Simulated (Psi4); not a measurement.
V (SMILES [V]), quartet; PBE0/def2-SV(P) run with Psi4 1.11.

Input for Psi4:
```
memory 2 GB

molecule {
0 4
V     0.00000000    0.00000000    0.00000000
}

set {
  basis def2-sv(p)
  reference uks
  scf_type mem_df
}

energy('pbe0')
print_variables()
```

Task: Write the output that Psi4 gives for this input, abridged.

Result: 
```
   => Loading Basis Set <=

    Name: DEF2-SV(P)
    Role: ORBITAL
    Keyword: BASIS

         ---------------------------------------------------------
                                   SCF
               by Justin Turney, Rob Parrish, Andy Simmonett
                          and Daniel G. A. Smith
                              UKS Reference
         ---------------------------------------------------------

  ==> Geometry <==

    Molecular point group: d2h
    Geometry (in Angstrom), charge = 0, multiplicity = 4:

       Center              X                  Y                   Z               Mass
    ------------   -----------------  -----------------  -----------------  -----------------
         V            0.000000000000     0.000000000000     0.000000000000    50.943957040000

  Running in d2h symmetry.

  Rotational constants: A = ************  B = ************  C = ************ [cm^-1]
  Rotational constants: A = ************  B = ************  C = ************ [MHz]
  Nuclear repulsion =    0.000000000000000

  Charge       = 0
  Multiplicity = 4
  Electrons    = 23
  Nalpha       = 13
  Nbeta        = 10

  ==> Algorithm <==

  SCF Algorithm Type is MEM_DF.
  DIIS enabled.
  MOM disabled.
  Fractional occupation disabled.
  Guess Type is CORE.
  Energy threshold   = 1.00e-06
  Density threshold  = 1.00e-06
  Integral threshold = 1.00e-12

  ==> Primary Basis <==

  Basis Set: DEF2-SV(P)
    Blend: DEF2-SV(P)
    Number of shells: 10
    Number of basis functions: 24
    Number of Cartesian functions: 26
    Spherical Harmonics?: true
    Max angular momentum: 2

  ==> DFT Potential <==

   => LibXC <=

    Version 7.1.2
    S. Lehtola, C. Steigemann, M. J. T. Oliveira, and M. A. L. Marques,  SoftwareX 7, 1–5 (2018) (10.1016/j.softx.2017.11.002)

   => Composite Functional: PBE0 <=

    PBE0 Hyb-GGA Exchange-Correlation Functional

    C. Adamo and V. Barone,  J. Chem. Phys. 110, 6158 (1999) (10.1063/1.478522)
    M. Ernzerhof and G. E. Scuseria,  J. Chem. Phys. 110, 5029 (1999) (10.1063/1.478401)

    Deriv               =              1
    GGA                 =           TRUE
    Meta                =          FALSE

    Exchange Hybrid     =           TRUE
    MP2 Hybrid          =          FALSE

   => Exchange Functionals <=

    0.7500   Perdew, Burke & Ernzerhof

   => Exact (HF) Exchange <=

    0.2500               HF

   => Correlation Functionals <=

    1.0000   Perdew, Burke & Ernzerhof

   => LibXC Density Thresholds  <==

    XC_HYB_GGA_XC_PBEH:  1.00E-15

   => Molecular Quadrature <=

    Radial Scheme          =       TREUTLER
    Pruning Scheme         =           NONE
    Nuclear Scheme         =       TREUTLER

    Blocking Scheme        =         OCTREE
    BS radius alpha        =              1
    Pruning alpha          =              1
    Radial Points          =             75
    Spherical Points       =            302
    Total Points           =          21738
    Total Blocks           =            245
    Max Points             =            245
    Max Functions          =             24
    Weights Tolerance      =       1.00E-15

   => Loading Basis Set <=

    Name: (DEF2-SV(P) AUX)
    Role: JKFIT
    Keyword: DF_BASIS_SCF

  ==> Integral Setup <==

  SCF_SUBTYPE=INCORE selected. In-core MEM_DF algorithm will be used.
  Using in-core AOs.

  ==> MemDFJK: Density-Fitted J/K Matrices <==

    J tasked:                   Yes
    K tasked:                   Yes
    wK tasked:                   No
    Algorithm:                 Core
    Schwarz Cutoff:           1E-12
    Mask sparsity (%):       0.0000
    Fitting Condition:        1E-10

   => Auxiliary Basis Set <=

  Basis Set: (DEF2-SV(P) AUX)
    Blend: DEF2-UNIVERSAL-JKFIT
    Number of shells: 58
    Number of basis functions: 264
    Number of Cartesian functions: 377
    Spherical Harmonics?: true
    Max angular momentum: 6

  Minimum eigenvalue in the overlap matrix is 1.2869305865E-01.
[...]
   @DF-UKS iter   6:  -943.55174459738396   -1.81825e-03   8.65774e-04 DIIS/ADIIS
   @DF-UKS iter   7:  -943.55271529188633   -9.70695e-04   6.23565e-04 DIIS/ADIIS
   @DF-UKS iter   8:  -943.55323505888578   -5.19767e-04   2.21538e-04 DIIS/ADIIS
   @DF-UKS iter   9:  -943.55323993015384   -4.87127e-06   1.03352e-04 DIIS/ADIIS
   @DF-UKS iter  10:  -943.55326238743680   -2.24573e-05   6.44571e-05 DIIS
   @DF-UKS iter  11:  -943.55327228523277   -9.89780e-06   4.54109e-05 DIIS
   @DF-UKS iter  12:  -943.55327446042998   -2.17520e-06   4.45742e-05 DIIS
   @DF-UKS iter  13:  -943.55324702256985    2.74379e-05   4.52189e-05 DIIS
   @DF-UKS iter  14:  -943.55323016808848    1.68545e-05   1.21179e-04 DIIS/ADIIS
   @DF-UKS iter  15:  -943.55323183430266   -1.66621e-06   2.23410e-05 DIIS
   @DF-UKS iter  16:  -943.55323155886379    2.75439e-07   2.91133e-05 DIIS
   @DF-UKS iter  17:  -943.55323160679563   -4.79318e-08   3.23026e-05 DIIS
   @DF-UKS iter  18:  -943.55323162090383   -1.41082e-08   1.20519e-07 DIIS
  Energy and wave function converged.

  ==> Post-Iterations <==

   Electrons on quadrature grid:
      Nalpha   =   13.0000001436 ; deviation = 1.436e-07
      Nbeta    =   10.0000001436 ; deviation = 1.436e-07
      Ntotal   =   23.0000002872 ; deviation = 2.872e-07

   @Spin Contamination Metric:   4.983003767E-03
   @S^2 Expected:                3.750000000E+00
   @S^2 Observed:                3.754983004E+00
   @S   Expected:                1.500000000E+00
   @S   Observed:                1.500000000E+00

    Orbital Energies [Eh]
    ---------------------

    Alpha Occupied:

[...]
       5Ag    -0.197923

    Alpha Virtual:

[...]
    Beta Occupied:

[...]
       4Ag    -0.176345

    Beta Virtual:

[...]
    Final Occupation by Irrep:
             Ag   B1g   B2g   B3g    Au   B1u   B2u   B3u
    DOCC [     4,    0,    0,    0,    0,    2,    2,    2 ]
    SOCC [     1,    0,    1,    1,    0,    0,    0,    0 ]
    NA   [     5,    0,    1,    1,    0,    2,    2,    2 ]
    NB   [     4,    0,    0,    0,    0,    2,    2,    2 ]

  @DF-UKS Final Energy:  -943.55323162090383

   => Energetics <=

    Nuclear Repulsion Energy =              0.0000000000000000
    One-Electron Energy =               -1294.1744373930455367
    Two-Electron Energy =                 384.5731163415147762
    DFT Exchange-Correlation Energy =     -33.9519105693730125
    Empirical Dispersion Energy =           0.0000000000000000
    VV10 Nonlocal Energy =                  0.0000000000000000
    Total Energy =                       -943.5532316209037162

  UHF NO Occupations:
  HONO-2 :    5 Ag 1.0000000
  HONO-1 :    1B2g 1.0000000
  HONO-0 :    1B3g 1.0000000
  LUNO+0 :    6 Ag 0.0024701
  LUNO+1 :    3B1u 0.0000082
  LUNO+2 :    3B3u 0.0000082
  LUNO+3 :    3B2u 0.0000082

Computation Completed

Properties will be evaluated at   0.000000,   0.000000,   0.000000 [a0]

Properties computed using the SCF density matrix

 Multipole Moments:

 ------------------------------------------------------------------------------------
     Multipole            Electronic (a.u.)      Nuclear  (a.u.)        Total (a.u.)
 ------------------------------------------------------------------------------------

 L = 1.  Multiply by 2.5417464519 to convert [e a0] to [Debye]
 Dipole X            :          0.0000000            0.0000000            0.0000000
 Dipole Y            :          0.0000000            0.0000000            0.0000000
 Dipole Z            :          0.0000000            0.0000000            0.0000000
 Magnitude           :                                                    0.0000000

 ------------------------------------------------------------------------------------

  Variable Map:
  ----------------------------------------------------------------------------
[...]
  Array Variable Map:
  ----------------------------------------------------------------------------
[...]
[...]
```
